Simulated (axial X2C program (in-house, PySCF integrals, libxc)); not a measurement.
## RbN⁺ along the bond: HF, 2c

Computed with an in-house all-electron X2C program for linear molecules (integrals from PySCF). Two-component (2c) means X2C with spin–orbit coupling and atomic mean-field two-electron Coulomb and Gaunt terms. Basis: Rb dyall-cv3z [12s13p8d4f1g], N dyall-av3z [7s7p3d2f] (cores contracted in-house); Gaussian nuclei, density fitting, unrestricted open shells. Masses: Rb 84.912 u, N 14.003 u.

State: Ω = 3/2 (⟨Sz⟩ = 1.50, ⟨Lz⟩ = 0.00 at HF). Dipoles are positive if N is the positive end and refer to the centre of mass.

Results along the bond:

```json
{"R (Å)": "2.909", "μ (D)": "-1.369", "HOMO (eV)": "-20.41", "LUMO (eV)": "-3.59"}
{"R (Å)": "3.043", "μ (D)": "-1.499", "HOMO (eV)": "-20.22", "LUMO (eV)": "-3.61"}
{"R (Å)": "3.143", "μ (D)": "-1.596", "HOMO (eV)": "-20.08", "LUMO (eV)": "-3.63"}
{"R (Å)": "3.244", "μ (D)": "-1.692", "HOMO (eV)": "-19.95", "LUMO (eV)": "-3.64"}
{"R (Å)": "3.344", "μ (D)": "-1.787", "HOMO (eV)": "-19.82", "LUMO (eV)": "-3.65"}
{"R (Å)": "3.461", "μ (D)": "-1.897", "HOMO (eV)": "-19.68", "LUMO (eV)": "-3.67"}
{"R (Å)": "3.578", "μ (D)": "-2.005", "HOMO (eV)": "-19.55", "LUMO (eV)": "-3.68"}
{"R (Å)": "3.729", "μ (D)": "-2.141", "HOMO (eV)": "-19.39", "LUMO (eV)": "-3.69"}
{"R (Å)": "3.913", "μ (D)": "-2.303", "HOMO (eV)": "-19.21", "LUMO (eV)": "-3.71"}
{"R (Å)": "4.180", "μ (D)": "-2.531", "HOMO (eV)": "-18.97", "LUMO (eV)": "-3.73"}
```

The state is one determinant whose occupation by symmetry is held fixed; it was picked as the lowest of a PBE0 search that is not exhaustive. With several unpaired electrons one determinant need not be a pure state. This is the top spin component of a Σ state; components of lower Ω are not single determinants and can lie lower.
